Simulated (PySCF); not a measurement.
**Static response to an electric field**

C3H8Cl2OSi2.
Cartesian coordinates in Å at the GFN2-xTB level; atoms count from 1:
```
atom  x, y, z in Å
Cl1    3.7852    0.0565    0.6932
C2     2.5350   -0.0358   -0.5684
Si3    0.9322   -0.6701    0.2434
O4    -0.0982   -0.9008   -1.0104
C5    -1.4682   -0.6844   -0.8172
C6    -1.7134    0.6481   -0.1073
Cl7   -3.4178    0.7245    0.4013
Si8   -0.4585    0.8010    1.3649
H9     2.4483    0.9605   -0.9951
H10    2.9112   -0.7071   -1.3359
H11    1.2313   -1.9625    0.8753
H12   -1.9431   -0.7056   -1.8027
H13   -1.8877   -1.5002   -0.2161
H14   -1.5797    1.4623   -0.8227
H15   -0.1493    2.2235    1.5250
H16   -1.1349    0.2992    2.5611
```

Level: PBE0/def2-SVPD (PySCF), static field, nuclei fixed, core orbitals frozen in the response. The polarisability tensor in these axes (au):

```
x   151.07  -6.36   2.51
y    -6.36 101.16   6.23
z     2.51   6.23 105.01
```

**Question.** Diagonalise the tensor; give its mean and Δα, where Δα² is half the sum of the squared differences of the eigenvalues.

**Answer.** Principal values 95.77, 109.54 and 151.94 au; mean 119.08 au = 17.65 Å³ = 19.63 × 10⁻⁴⁰ C²·m²/J; Δα = 50.71 au (43 % of the mean).

**Question.** What is the dipole moment, and where does it point?

**Answer.** (0.19, 0.25, -0.93) D, 0.98 D in size, pointing from the negative to the positive side. Measured along this direction, the outermost atoms are H16 at the negative end and H9 and H10 at the positive end.

**Question.** Find the Langevin capture rate constant for NO+ (29.998 u) meeting this molecule (185.949 u), k = 2.342 × 10⁻⁹ cm³/s × √(α in Å³ / reduced mass in u).

**Answer.** The reduced mass is 25.83 u, so k = 1.94 × 10⁻⁹ cm³/s. The formula leaves out the permanent dipole, which adds to the capture rate.

**Question.** What would n − 1 = 2πNα be for an ideal gas of these molecules at 350 K and 1 atm, electronic part alone?

**Answer.** N = p/kT = 2.0968 × 10¹⁹ cm⁻³, so n − 1 = 2π × N × 17.65 × 10⁻²⁴ cm³ = 2325 × 10⁻⁶ at long wavelengths, for an ideal gas.

**Question.** Form Σ f/ω² (atomic units) for the 8 lowest TDDFT singlets, given as eV and f, and set it beside the mean polarisability, which is this sum over all singlets: 5.84, 0.0652; 5.96, 0.0142; 6.26, 0.0014; 6.53, 0.0330; 6.63, 0.0100; 6.83, 0.0464; 6.85, 0.0044; 6.90, 0.0028.

**Answer.** They add up to 3.33 au, 2.8 % of the 119.08 au; the largest single term is 1.41 au, from the state at 5.84 eV. Terms in order: 1.41, 0.30, 0.03, 0.57, 0.17, 0.74, 0.07, 0.04 au. Higher excitations give the rest. The strengths listed sum to 0.177.

**Question.** How large is μ²/3kT at 500 K beside α?

**Answer.** In Gaussian units μ²/3kT = 4.65 Å³ against 17.65 Å³, a ratio of 0.26; the Debye molar polarisation (4π/3)N_A(α + μ²/3kT) is 56.2 cm³/mol, leaving out the vibrational part.

The structure is a single GFN2-xTB conformer in the gas phase; no vibrational or solvent corrections.
